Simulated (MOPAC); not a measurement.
Input file for MOPAC: AM1 on H2S2 (SMILES SS), a point of a bond scan (R = 3.626 Å).

```
AM1 1SCF PRECISE CHARGE=0 THREADS=1
H2S2

S     -0.91220280 1     0.05376255 1     0.49115994 1
S      2.28044048 1     0.05897060 1    -1.22743739 1
H     -1.53586809 1    -0.88394706 1    -0.24893520 1
H      2.90475185 1    -0.88183891 1    -0.49183472 1
```

The log:

```
*******************************************************************************
 **                                                                           **
 **                              MOPAC v23.2.5                                **
 **                                                                           **
 *******************************************************************************
 ** MOPAC's Digital Object Identifier: https://doi.org/10.5281/zenodo.6511958 **
 **                                                                           **
 ** Please cite the open-source release paper for use of this MOPAC version:  **
 ** J. E. Moussa and J. J. P. Stewart (2026)                                  **
 ** MOPAC: An open-source semiempirical molecular orbital program             **
 ** J. Open Source Softw., 11(119), 8025, https://doi.org/10.21105/joss.08025 **
 *******************************************************************************

                              AM1 CALCULATION RESULTS

 *******************************************************************************
 *  AM1        - The AM1 Hamiltonian to be used
 *
 *
 *
 *                 CHARGE ON SYSTEM = 0
 *
 *
 *
 *  PRECISE    - TIGHTER CRITERIA TO BE USED
 *  1SCF       - DO 1 SCF AND THEN STOP
 *  THREADS=1  - MULTI-THREADING NOT USED
 *  T=         - A TIME OF 172800.0 SECONDS REQUESTED
 *  DUMP=N     - RESTART FILE WRITTEN EVERY 7200.0 SECONDS REQUESTED
 *******************************************************************************
AM1 1SCF PRECISE CHARGE=0 THREADS=1
 H2S2

   ATOM   CHEMICAL          X               Y               Z
  NUMBER   SYMBOL      (ANGSTROMS)     (ANGSTROMS)     (ANGSTROMS)

     1       S         -0.91220280  *   0.05376255  *   0.49115994  *
     2       S          2.28044048  *   0.05897060  *  -1.22743739  *
     3       H         -1.53586809  *  -0.88394706  *  -0.24893520  *
     4       H          2.90475185  *  -0.88183891  *  -0.49183472  *



          CARTESIAN COORDINATES

    NO.       ATOM           X           Y           Z

     1         S         -0.9122      0.0538      0.4912
     2         S          2.2804      0.0590     -1.2274
     3         H         -1.5359     -0.8839     -0.2489
     4         H          2.9048     -0.8818     -0.4918

  H: (AM1): M.J.S. DEWAR ET AL, J. AM. CHEM. SOC. 107 3902-3909 (1985)
  S: (AM1): M.J.S. DEWAR, Y-C YUAN, INORGANIC CHEMISTRY, 29, 3881:3890,  (1990)

           Empirical Formula: H2 S2  =     4 atoms



      MOLECULAR POINT GROUP   :   C2


      RHF CALCULATION, NO. OF DOUBLY OCCUPIED LEVELS = 7


 -------------------------------------------------------------------------------
 AM1 1SCF PRECISE CHARGE=0 THREADS=1
 H2S2



     1SCF WAS SPECIFIED, SO BFGS WAS NOT USED
     SCF FIELD WAS ACHIEVED


                              AM1 CALCULATION
                                                       MOPAC v23.2.5 Linux




          FINAL HEAT OF FORMATION =        125.24620 KCAL/MOL =     524.03012 KJ/MOL


          COSMO AREA              =        106.82 SQUARE ANGSTROMS
          COSMO VOLUME            =         88.03 CUBIC ANGSTROMS

          IONIZATION POTENTIAL    =          9.540924 EV
          HOMO LUMO ENERGIES (EV) =         -9.541 -4.769
          NO. OF FILLED LEVELS    =          7
          MOLECULAR WEIGHT        =         66.1358         POINT GROUP:  C2

          MOLECULAR DIMENSIONS (Angstroms)

            Atom       Atom       Distance
            H     4    H     3     4.44726
            S     1    S     2     1.54166
            S     1    H     3     0.93926


          SCF CALCULATIONS        =          1





   ATOM   CHEMICAL          X               Y               Z
  NUMBER   SYMBOL      (ANGSTROMS)     (ANGSTROMS)     (ANGSTROMS)

     1       S         -0.91220280  *   0.05376255  *   0.49115994  *
     2       S          2.28044048  *   0.05897060  *  -1.22743739  *
     3       H         -1.53586809  *  -0.88394706  *  -0.24893520  *
     4       H          2.90475185  *  -0.88183891  *  -0.49183472  *

                             CARTESIAN COORDINATES

   1    S       -0.912202800     0.053762550     0.491159940
   2    S        2.280440480     0.058970600    -1.227437390
   3    H       -1.535868090    -0.883947060    -0.248935200
   4    H        2.904751850    -0.881838910    -0.491834720


           Empirical Formula: H2 S2  =     4 atoms



      MOLECULAR POINT GROUP   :   C2


                  EIGENVALUES
 -18.23904 -18.15470 -13.21348 -13.07460  -9.90133  -9.54112  -9.54092  -4.76915
   1.15149   1.18556


              NET ATOMIC CHARGES AND DIPOLE CONTRIBUTIONS

  ATOM NO.   TYPE          CHARGE      No. of ELECS.   s-Pop       p-Pop
    1          S          -0.052178        6.0522     1.94434     4.10784
    2          S          -0.052178        6.0522     1.94434     4.10784
    3          H           0.052178        0.9478     0.94782
    4          H           0.052178        0.9478     0.94782
 DIPOLE           X         Y         Z       TOTAL
 POINT-CHG.     0.000    -0.471    -0.001     0.471
 HYBRID         0.000    -1.431    -0.003     1.431
 SUM            0.001    -1.901    -0.005     1.901


          ATOMIC ORBITAL ELECTRON POPULATIONS

     Atom    s        px        py        pz
    1  S   1.94434   1.12597   1.56030   1.42158
    2  S   1.94434   1.12567   1.55686   1.42531
    3  H   0.94782
    4  H   0.94782

 **********************
 *                    *
 * JOB ENDED NORMALLY *
 *                    *
 **********************




 == MOPAC DONE ==
```

The run finished.

Cost: about 0.04 core-seconds (a rough figure).
